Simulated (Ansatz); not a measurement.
The same substitution along the group B, Al, Ga, In.

Isolated molecules relaxed with PBE0-D4/def2-TZVP in Ansatz; ΔE leaves out vibrations. CCSD(T)/CBS adds triple-zeta CCSD(T) − MP2 to the extrapolated MP2 energy (def2 sets, frozen cores). This one scheme is used for every species. Functionals use def2-TZVPP. Elements past krypton have def2 core potentials. For Ga, In outer-core shells are correlated without core-valence functions, which leaves a few kJ/mol of doubt a bond. Scalar relativity is left out up to krypton. Each species was taken in one conformer, which may not be the lowest.

| reaction | MP2/CBS(def2) (kcal/mol) | LDA (SPW92) (kcal/mol) | CCSD(T)/CBS(def2) (kcal/mol) |
| --- | --- | --- | --- |
| `COB(Cl)Cl` + `CCSS` → `CCSSC` + `OB(Cl)Cl` | -14.6 | -12.1 | -12.8 |
| `C[O][Al]([Cl])[Cl]` + `CCSS` → `CCSSC` + `[OH][Al]([Cl])[Cl]` | -17.1 | -14.5 | -15.0 |
| `C[O][Ga]([Cl])[Cl]` + `CCSS` → `CCSSC` + `[OH][Ga]([Cl])[Cl]` | -17.0 | -14.3 | -14.9 |
| `C[O][In]([Cl])[Cl]` + `CCSS` → `CCSSC` + `[OH][In]([Cl])[Cl]` | -17.5 | -14.9 | -15.4 |

Largest T1 diagnostic: 0.015, for `C[O][In]([Cl])[Cl]`.
